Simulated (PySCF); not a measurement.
An unknown gives this computed stick spectrum. The calculation used PySCF 2.14.0, density-fitted response routines, TDDFT PBE0/def2-SVPD, vertical, gas phase, core orbitals frozen in the response. Geometries: GFN2-xTB, one conformer each.

```tsv
state	λ (nm)	f
S1	222.9	0.216
S2	220.9	0.100
S3	198.8	0.0018
S4	197.4	0.011
S5	177.5	0.0086
S6	175.2	0.0073
```

Triplets computed (Tamm–Dancoff): 3.45, 5.21 eV.

Task: Which structure fits? All have the formula C8H10.
A. `C#CC1=CCCCC1`
B. `CC1=CC2(C=C1)CC2`
C. `C=C1C=C(C)/C1=C\C`
D. `CC1=C[C@@]2(C)C=C[C@@H]12`

Result: A. Its S1, at 5.56 eV, is the highest among the candidates; the nearest of the others has S1 at 5.23 eV. S1 is HOMO→LUMO (64%), HOMO-1→LUMO (28%). Löwdin shares by element: HOMO carbon 81% or more (atoms not listed hold the other 19%); LUMO carbon 74% or more (atoms not listed hold the other 26%). At the same level the other candidates give, for their lowest levels:
- `CC1=C[C@@]2(C)C=C[C@@H]12`: 237 nm (f 0.005); 219 nm (f 0.015); 193 nm (f 0.007); 185 nm (f 0.006); 184 nm (f 0.012); T1 3.78 eV; HOMO -6.60, LUMO -0.22 eV
- `CC1=CC2(C=C1)CC2`: 259 nm (f 0.051); 210 nm (f 0.000); 205 nm (f 0.170); 198 nm (f 0.000); 190 nm (f 0.016); T1 3.02 eV; HOMO -6.02, LUMO -0.46 eV
- `C=C1C=C(C)/C1=C\C`: 253 nm (f 0.070); 250 nm (f 0.032); 207 nm (f 0.001); 202 nm (f 0.500); 197 nm (f 0.658); T1 3.09 eV; HOMO -6.32, LUMO -0.60 eV
